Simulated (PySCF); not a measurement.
Be(tBu)(NH2) (C4H11BeN), SMILES C[C](C)(C)[Be][NH2].

Geometry: B3LYP-D3(BJ)/def2-SVP. The values are those of a single conformer.

Two levels are set side by side: PBE/def2-TZVP (PySCF) and B3LYP/def2-TZVP (PySCF). Same geometry, gas phase. Differences are taken from unrounded values.

| quantity | B3LYP |
|---|---|
| orbital gap (eV) | 6.39 |
| highest occupied level (eV) | -6.74 |
| lowest empty level (eV) | -0.36 |
| dipole moment (D) | 1.46 |
| mean polarisability (bohr³) | 73.4 |

Task: What does PBE give, and how far is it from B3LYP? (Estimate from the structure and the level; the computed values follow.)

Result: 
```
quantity                       PBE  PBE minus B3LYP
---------------------------  -----  ---------------
orbital gap (eV)              4.96            -1.43
highest occupied level (eV)  -5.68             1.06
lowest empty level (eV)      -0.72            -0.36
dipole moment (D)             1.49             0.03
mean polarisability (bohr³)   76.3              2.9
```

Without exact exchange PBE keeps part of each electron's self-repulsion, which lifts occupied levels and narrows the gap. PBE's more diffuse valence density responds more strongly to a field. Differences between two approximate levels are no errors against the true value.

Rough cost on one machine, each run with all the roots and properties that it gave: B3LYP against PBE within a factor of 2.
